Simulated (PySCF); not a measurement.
Isomers of C5H6N2O2S, one conformer each; single-point electronic energies without zero-point terms and without any empirical dispersion term.

Level: CAM-B3LYP/def2-SVPD in PySCF, non-relativistic, each on one gas-phase PBE0-D3(BJ)/def2-SVP geometry that isn't relaxed in the solvent. The solvent is an IEF-PCM continuum (van der Waals radii × 1.2). Specific hydrogen bonds and non-electrostatic terms are outside this model.

| isomer | relative energy, gas (kcal/mol) | dipole (D) |
| --- | --- | --- |
| `C(C)(=O)OCc1nscn1` | 0.0 | 2.26 |
| `CS(=O)(=O)c1cncnc1` | 53.3 | 3.94 |

Task: How do the relative energies look in chloroform (ε = 4.711)?

Result: 
| isomer | relative energy, solvent (kcal/mol) | E(solvent) − E(gas) (kcal/mol) | dipole in solvent (D) |
| --- | --- | --- | --- |
| `C(C)(=O)OCc1nscn1` | 0.0 | -6.6 | 2.81 |
| `CS(=O)(=O)c1cncnc1` | 50.5 | -9.4 | 4.82 |

The order is unchanged. Conformers: `[CH3:1][C:2](=[O:3])[O:4][CH2:5][c:6]1[n:7][cH:8][s:9][n:10]1` with C1–C2–O4–C5 175°, C2–O4–C5–C6 -69°, O4–C5–C6–N7 -16°; `[CH3:1][S:2](=[O:3])(=[O:4])[c:5]1[cH:6][n:7][cH:8][n:9][cH:10]1` with C1–S2–C5–C6 91°. `CS(=O)(=O)c1cncnc1` gains most from the continuum, and it has the largest gas-phase dipole. The gains span 2.8 kcal/mol, the gas-phase energies 53.3 kcal/mol.
